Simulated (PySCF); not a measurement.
A computed series [MF3(H2O)]+

Computed with PySCF 2.14.0, PBE0, def2-SVP on the ligands, density fitting, scalar-relativistic core potentials, no spin-orbit coupling, vacuum. Each member is relaxed from one template within its symmetry. Distances are means of the shortest metal–ligand contacts, charges and spins Mulliken's; removal energies are rigid, with the ligand's formal charge and no counterpoise, so too large; for an anion taken off a cation in vacuum most of it is the attraction of opposite charges, and multiply charged cations can part far more cheaply with an electron moved from ligand to metal. lcecp potentials hold a fixed number of 4f electrons in the core, out of states, spins and gaps.

```json
{"metal": "Ce", "basis on the metal": "lcecp-2-SVP with ECP46", "point group": "Cs", "M–F (Å)": "1.989", "M–H2O (Å)": "2.406", "charge on M (e)": "1.86", "removal of one F (eV)": "17.45", "strongest infrared band, degenerate modes summed (cm⁻¹)": "676", "unstable modes (below −25 cm⁻¹)": "0"}
{"metal": "Pr", "basis on the metal": "lcecp-2-SVP with ECP47", "point group": "Cs", "M–F (Å)": "1.983", "M–H2O (Å)": "2.386", "charge on M (e)": "1.77", "removal of one F (eV)": "17.59", "strongest infrared band, degenerate modes summed (cm⁻¹)": "3821", "unstable modes (below −25 cm⁻¹)": "0"}
{"metal": "Nd", "basis on the metal": "lcecp-2-SVP with ECP48", "point group": "Cs", "M–F (Å)": "1.970", "M–H2O (Å)": "2.366", "charge on M (e)": "1.78", "removal of one F (eV)": "17.67", "strongest infrared band, degenerate modes summed (cm⁻¹)": "691", "unstable modes (below −25 cm⁻¹)": "0"}
{"metal": "Dy", "basis on the metal": "lcecp-2-SVP with ECP54", "point group": "Cs", "M–F (Å)": "1.909", "M–H2O (Å)": "2.262", "charge on M (e)": "1.71", "removal of one F (eV)": "18.24", "strongest infrared band, degenerate modes summed (cm⁻¹)": "3802", "unstable modes (below −25 cm⁻¹)": "0"}
{"metal": "Hf", "basis on the metal": "def2-SVP with ECP60", "point group": "Cs", "M–F (Å)": "1.872", "M–H2O (Å)": "2.185", "charge on M (e)": "1.57", "removal of one F (eV)": "18.66", "strongest infrared band, degenerate modes summed (cm⁻¹)": "3791", "unstable modes (below −25 cm⁻¹)": "0"}
{"metal": "Pb", "basis on the metal": "def2-SVP with ECP60", "point group": "Cs", "M–F (Å)": "1.982", "M–H2O (Å)": "2.263", "charge on M (e)": "1.60", "removal of one F (eV)": "18.39", "strongest infrared band, degenerate modes summed (cm⁻¹)": "3844", "unstable modes (below −25 cm⁻¹)": "0"}
```

Problem. A further member has point group Cs, M–F (Å) 1.917, M–H2O (Å) 2.276, charge on M (e) 1.73, removal of one F (eV) 18.14, strongest infrared band, degenerate modes summed (cm⁻¹) 706, unstable modes (below −25 cm⁻¹) 0. Which metal is it?

Solution. Tb, lcecp-2-SVP with ECP53. This is one of several that fit.

From Ce to Dy the M–F distance shrinks by 0.08 Å, the lanthanide contraction, and the energy to remove one F rises by 0.79 eV.

One start shape was tried for each, so a minimum needn't be the lowest isomer. Oxidation states forced by the potential, rare, strongly oxidising or of another configuration in reality: [PrF3(H2O)]+, [NdF3(H2O)]+, [TbF3(H2O)]+, [DyF3(H2O)]+.
